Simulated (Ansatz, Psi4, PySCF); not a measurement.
CrO$_{4}$ (SMILES [O]=[Cr-2](=[O])(=[O])=[O]), charge -2, singlet, at a GFN2-xTB geometry (such geometries of metal compounds can be far from the true shape) (in this run its highest filled SCF level lies above zero, so its values depend strongly on the basis, on diffuse functions most of all). Base run: B97M-V/STO-3G in PySCF.

PySCF was given this input:
```python
from pyscf import gto, scf, dft

mol = gto.M(
    atom='''
Cr    0.00000000    0.00000000   -0.00000000
O     1.11911804    0.63621091   -1.00629935
O     0.74912909   -0.80537194    1.20830855
O    -0.95622851   -1.03167988   -0.83131917
O    -0.91201863    1.20084091    0.62930997
''',
    basis='sto-3g',
    charge=-2,
    verbose=4,
)

mf = dft.RKS(mol)
mf.xc = 'b97m_v'
mf.kernel()
```

The same geometry, method and basis name were run in Ansatz (a quantum-chemistry and plane-wave program) and Psi4 and PySCF, at each program's defaults and at the settings that a row names. The base is PySCF at its defaults. Differences at the defaults can come from grids, fitting, cores and function types together.

| code and settings | ΔE vs base (mEh) | basis functions | E (Eh) | SCF cycles |
|---|---|---|---|---|
| PySCF, defaults (exact integrals, its default grid, spherical functions) | 0.000 | 38 | -1329.90526 | 16 |
| Psi4, defaults (density fitting with its default set, its default grid, spherical functions) | -3.054 | 38 | -1329.90831 | 10 |
| Ansatz, defaults (factorised integrals, its default grid, spherical functions) | -0.011 | 38 | -1329.90527 | - |
| PySCF, density fitting with def2-universal-jkfit | -2.896 | 38 | -1329.90815 | 16 |
| PySCF, fine grid | -0.015 | 38 | -1329.90527 | 16 |
| Psi4, exact integrals, spherical functions, fine grid | 0.008 | 38 | -1329.90525 | 12 |
| Ansatz, high accuracy | -0.008 | 38 | -1329.90527 | - |
